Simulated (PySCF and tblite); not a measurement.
Results of a calculation; reference values are marked as such.
2 diastereomers of C₅H₇NO, numbered alike:

```csv
isomer,SMILES,descriptors (one enantiomer)
A,[CH3:1][O:2][C@H:3]1[CH2:4][C@@H:5]1[C:6]#[N:7],"3S, 5R"
B,[CH3:1][O:2][C@@H:3]1[CH2:4][C@@H:5]1[C:6]#[N:7],"3R, 5R"
```

Protocol: conformer search, at most 6 conformers an isomer, GFN2-xTB geometries, energies PBE0/def2-SVP (IEF-PCM, tetrahydrofuran) (D3(BJ) added where defined), GIAO shieldings KT2/pcSseg-1 (IEF-PCM, tetrahydrofuran), weights at 298.15 K with GFN2-xTB thermal terms. Programs: PySCF with density fitting and tblite.

Problem. What shifts does each isomer give (ppm; of two unlike H on one atom, a is the less shielded)?

Solution. 
A: ¹H (against TMS): 3.76 (H1, 3H), 3.72 (H3, 1H), 1.54 (H5, 1H), 1.38 (H4a, 1H), 1.25 (H4b, 1H). ¹³C (against TMS): 118.2 (C6), 67.6 (C3), 62.2 (C1), 17.6 (C4), 4.5 (C5).

B: ¹H (against TMS): 3.86 (H1, 3H), 3.72 (H3, 1H), 1.54 (H5, 1H), 1.32 (H4a, 1H), 1.23 (H4b, 1H). ¹³C (against TMS): 117.3 (C6), 64.6 (C3), 61.7 (C1), 18.3 (C4), 5.3 (C5).

Problem. Which carbons tell the isomers apart best?

Solution. C3: 67.6 in A, 64.6 in B ppm.

Shifts are unscaled: against experiment ¹³C can be off by 15 ppm or more and ¹H by 0.8 ppm.
